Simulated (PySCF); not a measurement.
NbCl₄ (doublet state).
Bonds: Nb1–Cl2, Nb1–Cl3, Nb1–Cl4, Nb1–Cl5.

Method: PBE0-D3(BJ)/def2-SVP geometry optimisation, gas phase, def2 core potentials past Kr in PySCF; unrestricted, density fitting, grid level 1; the optimiser is geomeTRIC in internal coordinates, started from a GFN2-xTB structure with every atom displaced at random (about 0.03 Å).

Step 1: E = -51615.2891 eV
```
atom  x, y, z in Å  |  force x, y, z in eV/Å
Nb1     0.0362   -0.0502   -0.0040   -0.490   0.208  -0.239
Cl2     0.2294   -0.4573    2.2259   -0.031   0.131   0.036
Cl3     2.1887    0.3816   -0.5716    0.198  -0.171  -0.094
Cl4    -0.9405    1.7129   -1.1115    0.055  -0.202   0.386
Cl5    -1.4388   -1.6975   -0.6010    0.268   0.034  -0.089
```

Step 2: E = -51615.3454 eV
```
atom  x, y, z in Å  |  force x, y, z in eV/Å
Nb1     0.0237   -0.0376   -0.0142    0.078  -0.026   0.033
Cl2     0.2012   -0.3928    2.2325   -0.050   0.114  -0.077
Cl3     2.2063    0.3099   -0.6000   -0.107  -0.139  -0.025
Cl4    -0.9713    1.7289   -1.0395   -0.042   0.064   0.132
Cl5    -1.3850   -1.7189   -0.6410    0.121  -0.013  -0.063
```

Step 3: E = -51615.3804 eV
```
atom  x, y, z in Å  |  force x, y, z in eV/Å
Nb1     0.0172   -0.0307   -0.0211    0.281  -0.076   0.104
Cl2     0.1636   -0.3080    2.2376   -0.035   0.055  -0.066
Cl3     2.2110    0.2177   -0.6372   -0.214  -0.072   0.012
Cl4    -1.0065    1.7641   -0.9494   -0.037   0.122  -0.036
Cl5    -1.3106   -1.7536   -0.6921    0.005  -0.029  -0.014
```

Q: Estimate the geometry and energy of step 4. (The exact step hangs on the optimiser's Hessian estimate; all steps are aligned on step 3, rigid shifts and turns removed.)

A: E = -51615.3895 eV, largest force 0.137 eV/Å
```
atom  x, y, z in Å  |  force x, y, z in eV/Å
Nb1     0.0176   -0.0296   -0.0198    0.130  -0.009   0.041
Cl2     0.1478   -0.2765    2.2405   -0.015   0.026  -0.018
Cl3     2.2024    0.1821   -0.6542   -0.122  -0.045  -0.005
Cl4    -1.0157    1.7840   -0.9173    0.014   0.031  -0.027
Cl5    -1.2774   -1.7705   -0.7114   -0.006  -0.003   0.010
```

The energy changes by -0.0091 eV. The first-order estimate −F·Δx gives -0.0090 eV and the mean of the old and new forces, exact on a quadratic surface, -0.0060 eV. The step makes an angle of 74° with the force vector and moves no atom by more than 0.042 Å.

What follows is the cost of the whole optimisation. The run took 2.0 min of wall time on one thread of an Arm Neoverse V2 (shared host), and the process peaked at 0.47 GiB of memory.
